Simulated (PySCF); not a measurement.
# Dipole response of Ga²⁺ (gallium, charge +2)

[Ar] 3d10 4s1, 2S determinant. Calculation: PySCF 2.14, in aug-cc-pVQZ-DK; the spin-free X2C one-electron Hamiltonian (Gaussian nucleus). Coupled (time-dependent) response in atomic units; α is the mean over directions.

```json
{"method": "wB97X-V", "mean α (bohr³)": "10.20", "C₆ (like pair)": "30.39", "S(−4)": "89.75"}
```

S(−4) is the Cauchy moment in α(ω) = α(0) + S(−4) ω² + …

α(iu) at wB97X-V:

| u (hartree) | α(iu) (bohr³) |
| --- | --- |
| 0 | 10.20 |
| 0.0500 | 9.984 |
| 0.100 | 9.388 |
| 0.200 | 7.646 |
| 0.300 | 5.962 |
| 0.500 | 3.761 |
| 0.750 | 2.434 |
| 1.00 | 1.764 |
| 1.50 | 1.108 |
| 2.00 | 0.7832 |
| 3.00 | 0.4584 |
| 5.00 | 0.2101 |

A single London oscillator, α(iu) = α/(1 + u²/ω²), gives C₆ = (3/4) ω α². Matching the computed C₆ needs ω = 4 × 30.39 / (3 × 10.20²) = 0.389 hartree.

For an ion, C₆ is the dispersion term alone; charge-induced terms of lower order in 1/R come first.
